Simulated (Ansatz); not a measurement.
Calculated with Ansatz (gas phase, PBE0-D4/def2-TZVP geometries, no zero-point term in ΔE). CBS: MP2 limit from def2 TZ/QZ plus the TZ coupled-cluster correction, frozen cores. This one scheme is used for every species. DFT in def2-TZVPP. One conformer a species, not always the lowest.

`C[SiH](C)CCl` + `BN` → `BN[SiH](C)C` + `CCl`  (ligand exchange at the Si–C bond)

`C[SiH](C)CCl`:

Z-matrix (Å, degrees):
```
C
Si 1 1.866
H 1 1.093 2 110.4
H 1 1.093 2 111.2 3 -120.0
H 1 1.093 2 110.8 3 119.9
C 2 1.866 1 112.0 3 -61.6
C 2 1.891 1 109.6 3 60.2
H 2 1.494 1 109.9 3 175.9
H 6 1.093 2 110.4 1 61.6
H 6 1.093 2 110.8 1 -58.2
H 6 1.093 2 111.3 1 -178.3
Cl 7 1.791 2 110.3 1 -61.6
H 7 1.091 2 112.0 1 57.5
H 7 1.091 2 112.0 1 179.2
```

`BN`:

Cartesian coordinates in Å:
```
B -0.358 -0.468 -0.344
N 0.369 0.481 0.354
H -0.021 -0.755 -1.456
H -1.305 -0.977 0.182
H 0.142 0.770 1.291
H 1.174 0.949 -0.026
```

`BN[SiH](C)C`:

```xyz
15

B    -0.659    2.207    0.365
N    -0.184    1.051    0.985
Si   -0.125   -0.591    0.366
C     1.651   -1.158    0.270
C    -0.964   -0.675   -1.291
H    -1.112    2.142   -0.743
H    -0.609    3.255    0.945
H     0.183    1.173    1.920
H    -0.840   -1.462    1.345
H     1.709   -2.202   -0.051
H     2.215   -0.550   -0.442
H     2.145   -1.083    1.242
H    -0.452   -0.054   -2.029
H    -0.956   -1.708   -1.650
H    -2.003   -0.344   -1.231
```

`CCl`:

Cartesian coordinates in Å:
```
C -0.075 0.123 0.023
Cl 0.832 -1.375 -0.253
H -0.039 0.724 -0.883
H 0.385 0.661 0.849
H -1.103 -0.133 0.265
```

(1) Is it downhill or uphill in electronic energy at CCSD(T)/CBS, and by how much? (Estimate.)

(2) What do these levels give: PBE-D4, r2SCAN-D4, PBE0-D4, SCS-MP2/def2-QZVPP, HF/CBS(def2), CCSD/CBS(def2)? (Estimate.)

Largest T1 diagnostic among the species: 0.012.

## Answers

(1) The calculation gave: Downhill: ΔE = -50.4 kJ/mol.

(2) Ansatz gave: PBE-D4 -41.2, r2SCAN-D4 -47.8, PBE0-D4 -44.7, SCS-MP2/def2-QZVPP -53.6, HF/CBS(def2) -62.8, CCSD/CBS(def2) -52.0 kJ/mol.

In def2-TZVPP, CCSD(T) changes the Hartree–Fock value by +11.0 kJ/mol (the triples alone add +1.6 kJ/mol) and MP2 by +10.7 kJ/mol. From PBE to PBE0 (25 % exact exchange), in def2-TZVPP and without D4, ΔE moves by −3.5 kJ/mol.
